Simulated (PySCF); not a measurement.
A GIAO shielding run with PySCF 2.14 (density fitting, non-relativistic, gas phase) on SMILES C[C@@]1(Cl)C[CH+]C=C1F, [C₆H₇ClF]+:

```
$ OMP_NUM_THREADS=1 python probes_run.py task.json out

{"job": {"kind": "nmr", "xc": "PBE0", "basis": "pcSseg-1"}, "charge": 1, "multiplicity": 1}
C     -1.861387     0.556817    -0.154187
C     -0.550114    -0.084734     0.194388
Cl    -0.708268    -1.231779     1.661614
C      0.258242    -0.777687    -0.901603
C      1.668568    -0.513674    -0.547320
C      1.783813     0.280079     0.554042
C      0.487805     0.626599     0.983329
F      0.213860     1.488524     1.900424
H     -2.313095     1.027413     0.715655
H     -2.551239    -0.183600    -0.550814
H     -1.699994     1.322089    -0.911933
H      0.056078    -1.848981    -0.980100
H      0.024064    -0.365499    -1.889421
H      2.495256    -0.909370    -1.115365
H      2.691998     0.621793     1.019379
```

Hardware: 1 thread of an Arm Neoverse V2, shared host. The job also computes population analyses, field gradients, ring-centre shieldings.

(1) How large is the calculation?

(2) How long does it take, and how much memory does it need?

Results:

(1) 68 electrons, 178 basis functions and 942 auxiliary functions.

(2) 27 s of wall time, with 14 SCF cycles and 5 response iterations; peak memory 0.81 GiB. Times on a shared host scatter by some tens of per cent.
